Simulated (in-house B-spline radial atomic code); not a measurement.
Whole-atom quantities along the 51-electron series, configuration [Kr] 4d10 4f5. Breit and QED terms are first order and not part of the total energy; the density at the nucleus is averaged over the nuclear charge. Computed with a B-spline radial code for spherical atoms: Dirac-Hartree-Fock, average of the configuration, finite nuclei.

```csv
ion,Z,E/Z² (Eh),Σ<r²> (bohr²),n(0)/Z³ (bohr⁻³),Lamb diamagnetic shielding (ppm),repulsion over attraction,Breit energy (eV),self-energy (eV),vacuum polarisation (eV),Dirac less non-relativistic energy (Eh)
Gd13+,64,-2.7402,11.292,2.2442,7521.14,0.13476,277.44,220.79,-34.511,-453.15
Tb14+,65,-2.7579,10.558,2.3363,7685.79,0.13315,292.62,233.78,-37.074,-485.51
Dy15+,66,-2.7755,9.9043,2.4011,7851.61,0.13155,308.38,247.37,-39.778,-519.62
Ho16+,67,-2.7928,9.3171,2.4922,8018.88,0.12995,324.75,261.59,-42.67,-555.68
Er17+,68,-2.81,8.7865,2.5784,8187.52,0.12837,341.73,276.46,-45.738,-593.69
Tm18+,69,-2.827,8.3043,2.68,8357.7,0.12679,359.35,292.01,-49.007,-633.81
Yb19+,70,-2.8439,7.864,2.7692,8529.34,0.12523,377.62,308.26,-52.466,-676.02
Lu20+,71,-2.8606,7.4603,2.8667,8702.61,0.12369,396.55,325.24,-56.145,-720.49
Hf21+,72,-2.8772,7.0888,2.9835,8877.62,0.12216,416.16,342.99,-60.067,-767.35
Ta22+,73,-2.8937,6.7459,3.1018,9054.37,0.12065,436.47,361.54,-64.229,-816.63
W23+,74,-2.9101,6.4284,3.2242,9232.93,0.11915,457.5,380.92,-68.648,-868.44
Re24+,75,-2.9264,6.1337,3.3554,9413.4,0.11767,479.26,401.16,-73.345,-922.92
Os25+,76,-2.9426,5.8594,3.4847,9595.8,0.1162,501.76,422.3,-78.324,-980.11
Ir26+,77,-2.9587,5.6037,3.6336,9780.32,0.11476,525.05,444.38,-83.628,-1040.23
Pt27+,78,-2.9747,5.3647,3.7821,9966.94,0.11332,549.12,467.42,-89.251,-1103.31
Au28+,79,-2.9907,5.1409,3.9426,10155.8,0.11191,574,491.49,-95.229,-1169.52
Hg29+,80,-3.0066,4.9311,4.1065,10347,0.11051,599.71,516.63,-101.57,-1238.95
Tl30+,81,-3.0225,4.7339,4.2847,10540.6,0.10913,626.27,542.87,-108.32,-1311.78
Pb31+,82,-3.0384,4.5484,4.468,10736.7,0.10777,653.7,570.28,-115.48,-1388.1
```

(1) With what power of Z does the column «Dirac less non-relativistic energy (Eh)» change over this range?

## Answers

(1) A fit of the logarithm of its size against log Z from Z = 64 to 82 has slope 4.52. An unscreened hydrogenic electron would give 4 at low Z; screening makes the apparent power larger near the neutral end, and relativity raises it again at high Z.
